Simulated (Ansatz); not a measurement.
`C[O][GeH2][GaH2]` → `[GaH3]` + `C[O][GeH]` at 600 K and 1 bar (germylene formation by 1,1-elimination).

Isolated molecules relaxed with PBE0-D4/def2-TZVP in Ansatz; ΔE leaves out vibrations. CCSD(T)/CBS is the MP2 limit (def2-TZVPP, def2-QZVPP) plus CCSD(T) − MP2 in def2-TZVPP, frozen cores. For Ga, Ge outer-core shells are correlated without core-valence functions, which leaves a few kJ/mol of doubt a bond. Scalar relativity is left out up to krypton. Each species was taken in one conformer, which may not be the lowest.

```tsv
species	CCSD(T)/CBS energy (Eh)	H − E (kJ/mol)	S (J/(mol·K))
`C[O][GeH2][GaH2]`	-4117.47402	253.5	482.5
`[GaH3]`	-1925.70545	74.9	253.2
`C[O][GeH]`	-2191.71863	165.7	349.1
```

H − E and S are ideal-gas, rigid-rotor, harmonic terms from PBE0-D4/def2-TZVP, for one conformer and one mirror image of each species. 1 Eh = 2625.50 kJ/mol, R = 8.31446 J/(mol·K).

Task: By hand: ΔE, ΔH, ΔS and ΔG.

Result: ΔE = (-1925.70545) + (-2191.71863) − (-4117.47402) = 0.04994 Eh = 131.1 kJ/mol. Δ(H − E) = 74.9 + 165.7 − 253.5 = -12.9, so ΔH = 118.2 kJ/mol. ΔS = 253.2 + 349.1 − 482.5 = 119.8 J/(mol·K). ΔG = 118.2 − 600 × (119.8)/1000 = 46.3 kJ/mol.

Task: By hand: the equilibrium constant, and the temperature at which ΔG would vanish if ΔH and ΔS stayed fixed.

Result: log₁₀ K = −ΔG/(RT ln 10) = -4.0. ΔG = 0 at ΔH/ΔS = 987 K.

The number of gas molecules changes by +1, which sets the sign of ΔS. A doubt of 5 kJ/mol in ΔE shifts log₁₀ K by 0.4 here. Other conformers and mirror images would add mixing entropy, several J/(mol·K) or more a flexible species. These are equilibria of isolated gas molecules and say nothing of rates. Largest T1 diagnostic: 0.016 (customary marks: 0.02 for closed shells, 0.045 for open ones).
